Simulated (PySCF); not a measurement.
Bonding in `CN(C)P1CCC(=O)CC1`

C7H14NOP.
Atom-mapped SMILES: `[CH3:1][N:2]([CH3:3])[P:4]1[CH2:5][CH2:6][C:7](=[O:8])[CH2:9][CH2:10]1` (hydrogens: H11, H12, H13 on C1; H14, H15, H16 on C3; H17, H18 on C5; H19, H20 on C6; H21, H22 on C9; H23, H24 on C10)

Structure used (GFN2-xTB), in Å, numbered top down from 1:
```xyz
24
C7H14NOP angstrom
C     -2.558   -1.065   -0.251
N     -1.673    0.029    0.118
C     -2.452    1.246    0.288
P     -0.276    0.206   -0.912
C      0.584   -1.364   -0.384
C      2.085   -1.267   -0.659
C      2.733   -0.184    0.171
O      3.606   -0.411    0.970
C      2.198    1.205   -0.082
C      0.705    1.299    0.238
H     -3.244   -1.246    0.580
H     -1.982   -1.970   -0.425
H     -3.156   -0.850   -1.146
H     -1.796    2.081    0.521
H     -3.136    1.101    1.127
H     -3.047    1.501   -0.597
H      0.185   -2.207   -0.954
H      0.388   -1.536    0.678
H      2.244   -1.034   -1.716
H      2.571   -2.219   -0.434
H      2.357    1.451   -1.136
H      2.759    1.914    0.532
H      0.391    2.338    0.106
H      0.504    1.001    1.271
```

Bond orders from the PBE0/pcSseg-1 density (PySCF). Isolated species at its GFN2-xTB geometry (one conformer only).

Q: How far do the computed orders between heavy atoms stray from the drawn ones?

A: The largest departure is 0.175, at N2–P4 (drawn single, 0.825). Drawn single, order below 0.88: N2–P4 (0.825).

Q: Set the Mayer orders of the bonds between heavy atoms beside their lengths.

A: 
| bond | drawn as | length (Å) | Mayer order |
| --- | --- | --- | --- |
| C1–N2 | single | 1.455 | 0.964 |
| N2–C3 | single | 1.455 | 0.964 |
| N2–P4 | single | 1.745 | 0.825 |
| P4–C5 | single | 1.866 | 0.934 |
| C5–C6 | single | 1.529 | 1.031 |
| C6–C7 | single | 1.510 | 0.973 |
| C7–O8 | double | 1.205 | 2.043 |
| C7–C9 | single | 1.510 | 0.973 |
| C9–C10 | single | 1.529 | 1.031 |
| C10–P4 | single | 1.865 | 0.934 |

Bonds between the same two heavy elements. C–N: all 2 within 0.02 of one another (0.964 to 0.964). C–P: all 2 within 0.02 of one another (0.934 to 0.934). C–C: lowest C6–C7 and C7–C9 (0.973, 1.510 Å), highest C5–C6 and C9–C10 (1.031, 1.529 Å); in 4 of the 6 pairs the longer bond (by over 0.003 Å) has the higher order (by 0.02 or more). Bonds named together lie within 0.004.

Q: And the bonds to hydrogen?

A: C–H: 0.92 to 0.96 (14 bonds).

Q: Sum the orders of all bonds at each heavy atom with more than one neighbour and set the sums beside the valence in the SMILES.

A: C1 3.842 (drawn 4), N2 2.753 (drawn 3), C3 3.842 (drawn 4), P4 2.693 (drawn 3), C5 3.823 (drawn 4), C6 3.865 (drawn 4), C7 3.989 (drawn 4), C9 3.865 (drawn 4), C10 3.823 (drawn 4). Orders between atoms that aren't bonded are not in these sums.

The Mayer order sums products of elements of PS (density times overlap matrix) between the two atoms' basis functions, so it depends on the basis set.
